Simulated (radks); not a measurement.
Values are calculated unless marked as measured or tabulated.
Coulomb parameter of the 4f shell of neutral holmium in the model configuration [Xe] 4f9 6s2 6p2, as a second difference U = [E(n + 0.5) + E(n - 0.5) - 2 E(n)] / (0.5)^2 with all orbitals relaxed. "Bare": the charge of the atom changes with n. "Screened": the 6p shell takes up the change at fixed total charge, which measures U(4f,4f) + U(6p,6p) - 2 U(4f,6p). Code: a radial shooting solver on a logarithmic mesh with Libxc functionals. Model: Dirac Kohn-Sham, BLYP, spin-unpolarised, spherical densities, point nucleus; open shells are shared between the two j in proportion to 2j + 1.

| case | configuration | E - E(n) (eV) |
|---|---|---|
| start | [Xe] 4f9 6s2 6p2 | 0.000 |
| bare +0.5 | [Xe] 4f9.5 6s2 6p2 | -9.531 |
| bare -0.5 | [Xe] 4f8.5 6s2 6p2 | 13.707 |
| screened +0.5 | [Xe] 4f9.5 6s2 6p1.5 | -8.803 |
| screened -0.5 | [Xe] 4f8.5 6s2 6p2.5 | 11.433 |

U(bare) = 16.705 eV, U(screened by 6p) = 10.521 eV, against the Slater integral F0(4f,4f) = 33.439 eV with frozen orbitals. The step up makes a negative ion, whose loosely bound charge lowers the bare value.
